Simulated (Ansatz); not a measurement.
Basis-set extrapolation for C₆H₁₄O₂ (`OCCCCCCO`) (PBE0-D4/def2-TZVP geometry, frozen core, Ansatz 0.2.0). Multiplicity 1, RHF reference.

```tsv
	def2-TZVPP	def2-QZVPP
HF	-385.228232	-385.246582
MP2 correlation	-1.527559	-1.632434
CCSD(T) correlation	-1.656648	not run
```

Energies in hartree. Use E(X) = E(∞) + A·exp(−7.88·√X) for Hartree–Fock and E(X) = E(∞) + B·X^(−2.97) for correlation, with X = 3 and 4, and add CCSD(T) minus MP2 of the smaller set to the MP2 limit.

**Question.** What is the CCSD(T) energy at the basis-set limit?

**Answer.** HF limit: -385.246582 + (-0.018350) × 0.13774 = -385.24911. MP2 limit: -1.632434 + (-0.104875) × 0.74074 = -1.71012. Higher-order term: -1.656648 − (-1.527559) = -0.12909. Total: -387.08832 hartree, 5.54 eV below CCSD(T)/def2-TZVPP.
